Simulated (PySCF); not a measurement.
A GIAO shielding run with PySCF 2.14.0 with density-fitted response routines (density fitting, non-relativistic, gas phase) on `InChI=1S/C4H11NO2Si/c1-3-4-8(5,6)7-2/h3,6H,1,4-5H2,2H3/t8-/m1/s1`:

```
$ OMP_NUM_THREADS=1 python probes_run.py task.json out

{"job": {"kind": "nmr", "xc": "PBE0", "basis": "pcSseg-1"}, "charge": 0, "multiplicity": 1}
C      2.853147     0.989217     0.073643
C      2.045971     0.256092    -0.673192
C      0.608712     0.553581    -0.910978
Si    -0.511647    -0.613174     0.110081
N     -0.201558    -2.220971    -0.429338
O     -0.176429    -0.492660     1.703993
O     -2.093952    -0.270031    -0.059989
C     -2.830891     0.755766     0.548145
H      2.516270     1.898384     0.545671
H      3.882223     0.720006     0.241771
H      2.408249    -0.656451    -1.127606
H      0.382086     0.437471    -1.970329
H      0.398834     1.589469    -0.641591
H     -0.245616    -2.398074    -1.418602
H     -0.669584    -2.967224     0.060656
H      0.719737    -0.632019     1.996605
H     -2.630110     0.787852     1.619669
H     -3.887690     0.547641     0.378064
H     -2.577557     1.724375     0.110669
```

Hardware: 1 thread of an Arm Neoverse N1, shared host. The job also computes population analyses, field gradients.

(1) How large is the calculation?

(2) How long does it take, and how much memory does it need?

Results:

(1) 72 electrons, 198 basis functions and 1045 auxiliary functions.

(2) 62 s of wall time, with 14 SCF cycles and 4 response iterations; peak memory 0.88 GiB. Times on a shared host scatter by some tens of per cent.
